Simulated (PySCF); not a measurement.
# NMR data sheet: phthalan

```
Formula                               : C8H8O
SMILES                                : c1ccc2c(c1)COC2
InChI                                 : InChI=1S/C8H8O/c1-2-4-8-6-9-5-7(8)3-1/h1-4H,5-6H2
Point group of the computed structure : Cs
Degrees of unsaturation               : 5
Carbon signals                        : 4
Proton signals                        : 3
```

Numbering as in the mapped SMILES `[cH:1]1[cH:2][cH:3][c:4]2[c:5]([cH:6]1)[CH2:7][O:8][CH2:9]2`; H(Xn) means a hydrogen on atom n.

- PBE/pcSseg-1 with gauge-including orbitals
- PBE0-D3(BJ)/def2-SVP structure
- B3LYP/pcJ-1 coupling constants (without the spin–dipole term)
- run in PySCF 2.14
- no solvent model, one conformer, no relativistic terms, equivalent nuclei averaged

References, each an isolated molecule treated in the same way: TMS for $^{1}$H (σ = 31.20 ppm), $^{13}$C (σ = 180.03 ppm); H2O for $^{17}$O (σ = 334.63 ppm).

| carbon | δC, type | δH (multiplicity, J in Hz) | HMBC from (abs. J ≥ 3 Hz) | span of the C tensor (ppm) |
| --- | --- | --- | --- | --- |
| C1/C2 | 130.2, CH | 7.26 (m) | H(C3)/H(C6) | 225 |
| C3/C6 | 123.3, CH | 7.20 (m) | H(C1)/H(C2) | 211 |
| C4/C5 | 143.6, C | – | H(C1)/H(C2), H(C3)/H(C6), H(C7)/H(C9) | 195 |
| C7/C9 | 80.2, CH2 | 5.37 (m) | H(C3)/H(C6) | 92 |

Other nuclei:
```
atoms   nucleus   environment  δ (ppm)  σ (ppm)
   O8  $^{17}$O  ether oxygen     38.4    296.2
```

Selected couplings (Hz, signed; the shortest-range and largest first, 30 at most; isotopes $^{13}$C, $^{1}$H): $^{1}J$(C1,H(C1)) 166.6, $^{1}J$(C3,H(C3)) 165.4, $^{1}J$(C7,H(C7)) 151.7, $^{3}J$(H(C1),H(C6)) 8.4, $^{4}J$(H(C3),H(C9)) -1.2.

1. Carbon types of the structure: 2 × C, 4 × CH, 2 × CH2, which accounts for all hydrogens.
2. δC 143.6: substituted aromatic carbon.
3. δC 130.2, 123.3: aromatic CH.
4. δC 80.2: sp3 CH2 bonded to O, on an aromatic ring; the inductive effect lowers its shielding.
5. δH 7.26, 7.20: hydrogen on an aromatic CH; it sits in the deshielding region of the aromatic ring current.
6. δH 5.37: hydrogen on an sp3 CH2 bonded to O, on an aromatic ring; its carbon carries O, hence the downfield position.

Splittings below 1 Hz are ignored in the labels, and close J values are merged. Couplings among chemically equivalent protons are left out too, so labels in AA′BB′ or AA′XX′ sets are apparent multiplicities. Unscaled 3J(H,H) at this level run about 10 % above measured values. Shifts are as computed. Against solution values, carbons near 30 ppm lie about +2 ppm off and those near 130 ppm about +2 ppm. Of 1211 compounds with measured shifts, 218 miss one by over three times the rms of a fit or turn the order of signals round; such compounds aren't used in these exercises. Experimental scales use liquid or dissolved standards, which lie at an offset from isolated H2O (liquid H2O: subtract about 36 ppm).
